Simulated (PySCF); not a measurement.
HP2, SMILES P#[PH+], charge +1. The structure is a stationary point at TPSSh-D3(BJ)/def2-TZVPD. The isomer is the one that the SMILES or the coordinates give; other isomers of the formula were not compared.

Computed with PySCF with TPSSh-D3(BJ)/def2-TZVPD.

Harmonic wavenumbers (cm⁻¹): 140, 140, 815, 2409. Rotational constants (GHz): 8.464 (linear); symmetry number 1.

**Question.** Work out the zero-point energy and the ideal-gas rigid-rotor harmonic-oscillator thermochemistry at 298.15 K and 1 atm.

**Answer.** ZPE = ½ Σ hcν = ½ × 3504 cm⁻¹ = 5.01 kcal/mol. H − E(el) = 7.96 kcal/mol. Entropy in cal/(mol K): translation 38.34, rotation 15.10, vibration 5.79, total 59.23. G − E(el) = -9.70 kcal/mol. Cp = 11.41 cal/(mol K). Modes under 150 cm⁻¹ make the vibrational entropy uncertain.
